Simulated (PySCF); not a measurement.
Static response to an electric field

CH₄F₄SSi₂.
Cartesian coordinates in Å at the GFN2-xTB level; atoms count from 1:
```
atom  x, y, z in Å
F1     1.9588   -1.2642    0.7820
Si2    2.2586    0.1592    0.1042
S3     0.9124    0.3234   -1.5873
Si4   -0.8811   -0.5597   -0.8849
F5    -1.9561   -0.3610   -2.0579
C6    -1.6374    0.4688    0.5684
F7    -0.6808    0.9153    1.4347
F8    -2.4750   -0.3028    1.3103
H9     1.9807    1.1598    1.1064
H10    3.5735    0.0752   -0.4887
H11   -0.8416   -1.9656   -0.5595
H12   -2.2107    1.3509    0.2463
```

Level: CAM-B3LYP/def2-SVPD (PySCF), static field, nuclei fixed, core orbitals frozen in the response. The polarisability tensor in these axes (au):

```
x   95.87  3.92  0.81
y    3.92 71.93  1.11
z    0.81  1.11 79.50
```

**Question.** What are the eigenvalues, a third of the trace, and Δα (Δα² = ½Σ(αi − αj)² over the three pairs)?

**Answer.** Principal values 71.19, 79.56 and 96.55 au; mean 82.43 au = 12.22 Å³ = 13.59 × 10⁻⁴⁰ C²·m²/J; Δα = 22.38 au (27 % of the mean).

**Question.** What is the dipole moment, and where does it point?

**Answer.** (1.77, 1.13, -0.28) D, 2.12 D in size, pointing from the negative to the positive side. Measured along this direction, the outermost atoms are F8 at the negative end and H10 at the positive end.

**Question.** Sum over states: ᾱ = Σ f/ω², ω in Eh. What share falls to these 8 lowest TDDFT singlets (eV, f)? 5.94, 0.0050; 6.41, 0.0115; 6.99, 0.0418; 7.26, 0.0050; 7.46, 0.0133; 7.63, 0.0284; 7.93, 0.0127; 8.04, 0.0020.

**Answer.** They add up to 1.73 au, 2.1 % of the 82.43 au; the largest single term is 0.63 au, from the state at 6.99 eV. Terms in order: 0.10, 0.21, 0.63, 0.07, 0.18, 0.36, 0.15, 0.02 au. Higher excitations give the rest. The strengths listed sum to 0.120.

**Question.** Find the Langevin capture rate constant for NO+ (29.998 u) meeting this molecule (179.951 u), k = 2.342 × 10⁻⁹ cm³/s × √(α in Å³ / reduced mass in u).

**Answer.** The reduced mass is 25.71 u, so k = 1.61 × 10⁻⁹ cm³/s. The formula leaves out the permanent dipole, which adds to the capture rate.

**Question.** What depolarisation ratio follows for Rayleigh scattering of linearly polarised light, taking the static tensor?

**Answer.** ρ = 3Δα²/(45ᾱ² + 4Δα²) = 1502.4/(305790 + 2003.2) = 0.00488.

Geometry: GFN2-xTB, one conformer, isolated molecule.
